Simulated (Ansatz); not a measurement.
Computed with Ansatz on PBE0-D4/def2-TZVP structures; ΔE is electronic, products minus reactants. CBS: MP2 limit from def2 TZ/QZ plus the TZ coupled-cluster correction, frozen cores. This one scheme is used for every species. Functionals use def2-TZVPP.

Reaction (hydrogenolysis of a B–Si bond): `FB(F)[SiH3]` + H₂ → `FBF` + SiH₄

CCSD(T)/CBS gives -45.8 kJ/mol.

(1) Another level gave -72.9 kJ/mol. Which?
A. LDA (SPW92)/def2-TZVPP
B. HF/def2-TZVPP
C. SCS-MP2/def2-TZVPP
D. ωB97M-V/def2-TZVPP

Largest T1 diagnostic among the species: 0.014.

Results:

(1) B. HF/def2-TZVPP -72.9, ωB97M-V -47.1, SCS-MP2/def2-TZVPP -54.7, LDA (SPW92) -33.6 kJ/mol.

Leaving LDA and LC-ωPBE aside and taking each functional with its dispersion term where it has one, the values, not all of them listed here, spread over 22.7 kJ/mol, from BHLYP-D4 to revPBE-D4. At CCSD(T), def2-SVP lies −12.5 kJ/mol from the extrapolated value and def2-TZVPP −2.6 kJ/mol. From r2SCAN to r2SCAN0 (25 % exact exchange), in def2-TZVPP and without D4, ΔE moves by −5.6 kJ/mol.
